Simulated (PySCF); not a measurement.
Problem. What does the PBE0-D3(BJ)/def2-SVP structure of InChI=1S/C3H5BF2S/c5-4(6)3-1-2-7-3/h3H,1-2H2/t3-/m0/s1 look like in three dimensions?

Solution. 
```xyz
12
C3H5BF2S angstrom
F      1.1093   -1.8030    0.7426
B      1.6001   -0.6869    0.2203
F      2.8507   -0.7219   -0.2059
C      0.7308    0.5962    0.0884
C     -0.6727    0.5477    0.7045
C     -1.3405   -0.2114   -0.4485
S      0.0184    0.2402   -1.6095
H      1.2809    1.5455    0.1439
H     -1.0883    1.5623    0.7863
H     -0.7398    0.0621    1.6907
H     -1.3785   -1.2999   -0.2980
H     -2.3275    0.1483   -0.7696
```

Any rigid rotation of these coordinates is as good. Atoms count from 1 in this order. The 4-membered ring C4–C5–C6–S7 has internal angles of 75.9° to 96.4° (sum 355°, against 360° for a flat polygon); it is puckered, 0.13 Å rms from its mean plane, widest ring torsion 19°. The 2 C–S bonds span 1.844 Å (C6–S7, drawn single) to 1.875 Å (C4–S7, drawn single), a spread of 0.031 Å. B2 (three-coordinate boron) is planar (angles 121.6°, 121.4° and 117.1°, sum 360.0°, 0.01 Å off the plane of its three neighbours). Of the pairs four or more bonds apart, F1···C6 is among the closest relative to their van der Waals radii: 3.15 Å, 100 % of the sum of Bondi's values.

Bonds between heavy atoms (Å): F1–B2 1.326, B2–F3 1.322, B2–C4 1.555, C4–C5 1.534, C5–C6 1.533, C6–S7 1.844, C4–S7 1.875.

Method: PBE0-D3(BJ)/def2-SVP geometry optimisation, gas phase in PySCF 2.14.0.

Point group: C1 (no symmetry element, even within 0.4 Å). Stationary, but not proved a minimum. The numbers are those of one conformer (F1–B2–C4–C5 5°, B2–C4–C5–C6 -80°, C4–C5–C6–S7 -19°, C5–C6–S7–C4 16°, B2–C4–S7–C6 101°).
